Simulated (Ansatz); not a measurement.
```yaml
crystal:
  periodic: [false, false, false]
  atoms:
    - {symbol: O, position_ang: [-0.010959, -1.359411, 0.897645]}
    - {symbol: C, position_ang: [0.521104, -0.334615, 0.236524]}
    - {symbol: Br, position_ang: [1.584904, 0.868768, 1.255329]}
    - {symbol: C, position_ang: [0.451867, -0.193967, -1.096211]}
    - {symbol: Ga, position_ang: [-1.427890, 1.536995, -0.641812]}
    - {symbol: H, position_ang: [-0.432488, -1.033798, 1.703456]}
    - {symbol: H, position_ang: [1.091138, 0.498029, -1.621948]}
    - {symbol: H, position_ang: [-0.114530, -0.922507, -1.665385]}
    - {symbol: H, position_ang: [-1.574745, 0.894003, 0.915302]}
basis:
  gaussian: {orbitals: def2-mTZVPP, nuclear_model: gaussian}
hamiltonian: {xc: {name: revPBE}}
output: {forces: true}
```

```sh
$ ansatz run in.yaml --threads 4 --pin off --events-out ev --progress --plain --max-ram 10444MiB
```

Shortened log:

```
Functional definition: revPBE
1492 factors; their error is unknown
mean field evaluation 1: about -126584.8324 eV, gradient 8.2e1 eV
mean field evaluation 2: about -126442.0900 eV, gradient 2.1e2 eV
mean field evaluation 4: about -126597.1010 eV, gradient 2.7e1 eV
mean field evaluation 8: about -126598.8765 eV, gradient 4.9e-1 eV
mean field evaluation 16: about -126598.8362 eV, gradient 5.2e-4 eV
mean field -126598.83623506 eV, -4652.4214198651 hartree, gradient 1.4e-5 eV, S^2 0.000000; 0 other end points of the search recorded, 0 dependent functions left out
reference -126598.83628182 eV, -4652.4214215836 hartree; 45, 45 occupied and 109, 109 virtual orbitals, 1492 factors
Total energy: -126598.83628182 eV, -4652.4214215836 hartree
Atom 0 at    -0.010959    -1.359411     0.897645 Å, force    -0.116452    -1.013780     0.027834 eV/Å
Atom 1 at     0.521104    -0.334615     0.236524 Å, force    -0.035389     0.151705     0.167215 eV/Å
Atom 2 at     1.584904     0.868768     1.255329 Å, force     0.556105     0.535066     0.476700 eV/Å
Atom 3 at     0.451867    -0.193967    -1.096211 Å, force    -0.146165     0.187397    -0.695744 eV/Å
Atom 4 at    -1.427890     1.536995    -0.641812 Å, force    -0.049999     0.071637    -0.135419 eV/Å
Atom 5 at    -0.432488    -1.033798     1.703456 Å, force    -0.246182     0.156156     0.465853 eV/Å
Atom 6 at     1.091138     0.498029    -1.621948 Å, force     0.205775     0.118780    -0.202469 eV/Å
Atom 7 at    -0.114530    -0.922507    -1.665385 Å, force    -0.121549    -0.188961    -0.190438 eV/Å
Atom 8 at    -1.574745     0.894003     0.915302 Å, force    -0.046142    -0.018000     0.086467 eV/Å
Dipole moment:     0.024807    -0.164342     0.073375 e Å
```

It took 1.2 s on 4 threads of an Intel Xeon Platinum 8488C on a shared host, with 0.23 GiB of host memory at the peak.
